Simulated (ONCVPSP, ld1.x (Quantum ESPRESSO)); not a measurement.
## Hardness and transferability of assorted potentials

Generated with ld1.x 7.5 (TM, RRKJ, ultrasoft, PAW), atompaw 4.2 or ONCVPSP 4.0.1. The cutoff is in Ry: for ld1.x and atompaw files where the sum of valence levels is converged to 10 mRy in a Bessel basis, for ONCV files where the hardest occupied wave has 1 mHa per electron of residual kinetic energy. The error is the largest all-electron minus pseudo excitation energy over each file’s own four to seven test configurations (ionisations up to +4, promotions, holes and added fractions of an electron), all of which were solved. The labels leave out finer settings (local radius, basis sizes, second energies), which also bear on the numbers. Spin-polarised tests are not counted. The rows are a selection from randomly drawn settings: files with unsolved tests, undetermined cutoffs or missed reference levels are left out.

A true bound ghost makes a file unfit for plane-wave use even where its test errors are small: the radial tests pick states by their node count and pass the ghost by.

| element | potential | cutoff (Ry) | largest error (meV) | bound ghosts |
| --- | --- | --- | --- | --- |
| N | ONCV, BLYP, scalar-relativistic, rc 1.00/1.60 (sp), local smoothed, core correction yes, reference 2s2 2p2, qcut 7.4/9.3, projectors 3/2 | 54 | +819 | none |
| N | ONCV, PBE, scalar-relativistic, rc 0.90/1.60/1.55 (spd), local smoothed, core correction no, reference 2s2 2p2.75, qcut 8.3/8.7/6.6, projectors 2/2/2 | 60 | +118 | none |
| P | PAW, LDA (PZ), scalar-relativistic, rc 1.65/1.95 (sp), local smoothed, core correction yes, reference 3s2 3p3 | 15 | -154 | none |
| Fe | ultrasoft, LDA (PZ), scalar-relativistic, rc 2.60/3.20/1.40 (spd), local smoothed, core correction no, reference 3d6.5 4s1.5 4p0 | 50 | -381 | s |
| Ge | ONCV, PW91, scalar-relativistic, rc 1.10/0.85/0.95/0.95 (spdf), local smoothed, core correction yes, reference 3s2 3p6 3d10 4s2 4p2, qcut 11.6/20.7/19.6/10.7, projectors 3/2/1/2 | 263 | -335 | none |
| Sr | ONCV, PBE, scalar-relativistic, rc 2.15/1.95/1.80 (spd), local smoothed, core correction yes, reference 4s2 4p6 5s2, qcut 5.2/6.7/5.2, projectors 2/1/1 | 25 | +27 | none |
| Ta | ONCV, PBE, fully relativistic, rc 1.85/1.95/3.00 (spd), local smoothed, core correction yes, reference 5s2 5p6 5d3 6s1 6p1, qcut 5.1/7.2/6.4, projectors 2/2/2 | 24 | +6.7 | none |
| Bi | ONCV, Wu-Cohen, scalar-relativistic, rc 1.55/1.60/1.25 (spd), local smoothed, core correction no, reference 5s2 5p6 5d10 6s2 6p3, qcut 8.5/10.6/8.9, projectors 2/2/1 | 73 | -22 | none |

**Question.** Fill in the row for Sb: ONCV, PBEsol, fully relativistic, rc 1.20/1.45/1.25/1.35 (spdf), local smoothed, core correction no, reference 4s2 4p6 4d10 5s2 5p3, qcut 11.3/8.8/10.2/7.1, projectors 2/2/1/1.

**Answer.** cutoff 91 Ry, largest error -10 meV, bound ghosts: none.
